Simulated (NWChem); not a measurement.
Atomisation of AlP

```xyz
2

Al     0.0000     0.0000     1.1901
P      0.0000     0.0000    -1.0314
```
Charge 0, spin multiplicity 3.

Everything below was run with NWChem. The geometry was optimised at UB3LYP/def2-SVP, a minimum by its harmonic frequencies.

Basis set: def2-TZVP. The atomisation energy is electronic alone: no zero-point, thermal, spin-orbit or counterpoise terms. No value is extrapolated to the basis-set limit. Free atoms are single determinants with multiplicities Al 2, P 4. Correlated methods freeze the same cores in atoms and molecule, 10 orbitals in all.

| method | atomisation energy (kcal/mol) | relative cost |
|---|---|---|
| LDA (SVWN5) | 70.0 | 1 |
| PBE0 | 53.5 | under 3 |
| BHandHLYP | 47.1 | under 3 |
| B3LYP | 53.0 | under 3 |
| PBE | 58.5 | under 3 |
| HF | 16.7 | under 3 |
| r2SCAN | 56.1 | under 3 |
| MP2 | 44.1 | under 3 |
| CCSD(T) | 45.8 | 8 |
| CAM-B3LYP | 50.1 | 10 |

The values span 53.3 kcal/mol, from HF (lowest) to LDA (SVWN5) (highest). Costs are rough ratios of processor time within this set of runs, SCF included, with LDA (SVWN5) as 1. Costs are the molecule's.

B3LYP has NWChem's definition, with VWN1-RPA local correlation. GW and range-separated runs recompute their integrals, the others keep them in memory, which bears on the times. This spin state was chosen for the runs; another may lie lower. The structure started from a generated list of species. The unpaired electrons of the parent sit in orbitals of symmetry a1 and b2 (C2v labels of the run); other states weren't searched. No SCF solution was tested for a lower state. Open-shell Hartree-Fock references start from PBE0 orbitals; any time given for them includes that run. Coupled-cluster values serve here as a point of comparison, not as the truth.
